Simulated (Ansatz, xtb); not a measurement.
Pair of molecules: boric acid (SMILES OB(O)O) (first 7 atoms) with NH3 (SMILES N); geometry from B3LYP-D3(BJ)/def2-TZVP, rigid monomers moved along the line of their centres of mass till H7···N8 is 2.19 Å.
(charge 0, multiplicity 1):
```xyz
11

O     -0.00238    -0.57182    -1.19767
B     -0.15521    -0.19618     0.11024
O     -1.36115     0.38326     0.47840
O      0.87794    -0.41176     0.96647
H     -0.78684    -0.37711    -1.71828
H     -1.39826     0.62139     1.40848
H      0.69824    -0.11936     1.88130
N      0.44706     0.48478     3.97097
H      0.34779     1.47807     4.15049
H     -0.26619     0.00186     4.50644
H      1.34610     0.20152     4.34733
```

Interaction energies are E(AB) − E(A) − E(B) at the monomers' geometry in the complex; basis-set methods are counterpoise corrected.

Correlated levels freeze the cores.

Codes used: Ansatz (a quantum-chemistry and plane-wave program) with Gaussian orbitals; xtb for the GFN methods. Values without a source in brackets are computed.

Task: Predict the interaction energy from GFN1-xTB.

Result: -273 meV

Task: What is the computed interaction energy (wB97M-V/def2-TZVPPD)?

Result: -383 meV

Task: What interaction energy does CCSD(T)/aug-cc-pVDZ give?

Result: -360 meV
